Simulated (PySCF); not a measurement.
## Bond energies at PBE/def2-SVP beside a composite method

PySCF, lowest determinants of a PBE0 search. The composite is CCSD(T) extrapolated to the basis-set limit from two correlation-consistent sets, with core-valence (CV) and scalar-relativistic (SR) terms as its label shows; it has no spin–orbit coupling and nothing beyond (T).

```csv
species,state (unpaired electrons),De PBE (eV),De composite (eV),composite,dissociates to
SbBr,triplet (π ↑↑),2.95,2.63,CCSD(T)/CBS(DT),Sb + Br
KRb,singlet (closed shell),0.56,0.53,CCSD(T)/CBS(DT),K + Rb
CdC,triplet (π ↑↑),1.25,0.82,CCSD(T)/CBS(DT),Cd + C
RbLi,singlet (closed shell),0.67,0.74,CCSD(T)/CBS(DT)+CV,Rb + Li
InCl,singlet (closed shell),4.65,4.61,CCSD(T)/CBS(DT)+CV,In + Cl
SiO,singlet (closed shell),8.30,8.31,CCSD(T)/CBS(TQ)+CV+SR,Si + O
CaH,doublet (σ ↑),1.87,1.77,CCSD(T)/CBS(DT),Ca + H
AsS,doublet (π ↑),4.32,3.80,CCSD(T)/CBS(DT),As + S
```

Problem. Does PBE bind more or less than the composite, by how much on average, and where is the difference largest?

Solution. PBE/def2-SVP binds more on average, method and basis taken together: the mean signed difference is +0.17 eV and the mean absolute one 0.19 eV; it is largest for AsS (+0.52 eV).

The molecules are drawn from runs that passed checks on state, spin purity and fit, so the hardest cases are missing and the errors look smaller than over all diatomics.

Correlated steps freeze the inner cores (5 to 19 orbitals); shallow outer-core shells are correlated. Closed-shell solutions of metal pairs were not tested for spin polarisation, which can lower them a little. Spin–orbit coupling is left out, which matters for elements this heavy, above all for dissociation energies. Where the molecule has an RHF reference, its open-shell atoms are computed with UHF. The CCSD T1 diagnostic is raised in CdC, SiO, a sign that a single reference may not be enough there. States were picked by a PBE0 search and need not be the measured ground states.
